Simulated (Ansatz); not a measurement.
`C[N](C)[Cd][NH2]`, charge 0, multiplicity 1.

(1) Give a relaxed structure at PBE0-D4/def2-TZVP (the Gaussian-basis code of Ansatz). (Best estimate.)

## Answers

(1) Ansatz gave: 
```xyz
13

C     0.3609    1.7602   -0.1469
N     0.2621    0.4195    0.3642
C     1.5072   -0.0308    0.9245
Cd   -1.0597   -0.8747   -0.3918
N    -2.5419   -2.0234   -1.0953
H     1.1054    1.8719   -0.9553
H     0.6601    2.4576    0.6524
H    -0.5995    2.1112   -0.5342
H     2.3378   -0.0539    0.1965
H     1.4136   -1.0346    1.3476
H     1.8268    0.6354    1.7423
H    -2.2195   -2.7352   -1.7396
H    -3.0533   -2.5033   -0.3644
```
This is one stationary point; other conformers may exist.
